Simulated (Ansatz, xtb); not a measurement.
## Relative energy of two isomers of C4H5F3Se

Structure I: `FC(F)(F)C1C[Se]C1`, a singlet. Structure II: `C=C[Se]CC(F)(F)F`, a singlet. Both are isolated molecules in the gas phase, relaxed with B3LYP-D3(BJ)/def2-SVP, each in the lowest conformer that the search found.

Estimate E(II) − E(I) at the level CCSD(T)/def2-SVP + ΔMP2/def2-TZVPP.

Calculated at CCSD(T)/def2-SVP + ΔMP2/def2-TZVPP: E(II) − E(I) = +34.5 kJ/mol, so structure I lies lower.

The same difference at several levels:

```
                             level               geometry  E(II) − E(I) (kJ/mol)  departure from the last row (kJ/mol)  job, with rough time for the two
             B3LYP-D3(BJ)/def2-SVP  B3LYP-D3(BJ)/def2-SVP                   +29.4                                  −5.1                optimisation, 97 s
                       HF/def2-SVP  B3LYP-D3(BJ)/def2-SVP                   +24.7                                  −9.7           part of the CCSD(T) run
                      MP2/def2-SVP  B3LYP-D3(BJ)/def2-SVP                   +45.2                                 +10.7           part of the CCSD(T) run
                  CCSD(T)/def2-SVP  B3LYP-D3(BJ)/def2-SVP                   +37.6                                  +3.1                      single point
CCSD(T)/def2-SVP + ΔMP2/def2-TZVPP  B3LYP-D3(BJ)/def2-SVP                   +34.5                                                     single point, 3 min
```

As drawn, II has 1 C=C in place of 2 C–C. Structure I has a 4-membered ring, II no ring.

None of the levels shown reverses the order. The largest departure from CCSD(T)/def2-SVP + ΔMP2/def2-TZVPP is that of MP2/def2-SVP, 10.7 kJ/mol. Levels run at GFN2-xTB geometries aren't shown. The last row adds to CCSD(T) the change of the MP2 difference between the two basis sets, here −3.1 kJ/mol.

With thermal terms from frequencies at re-optimised GFN2-xTB minima (ideal gas, soft modes damped towards free rotors, one conformer each, 298.15 K, 1 atm): on the last row, ΔE + ΔZPE = +24.6, ΔH = +28.3, ΔG = +20.4 kJ/mol.

The correlated steps freeze 16 core orbitals; the filled d shell of Se is correlated, in a basis made for valence electrons. Run with Ansatz 0.2.0, xtb 6.7.1; the last row on 4 threads of Arm Neoverse V1 on a shared host.
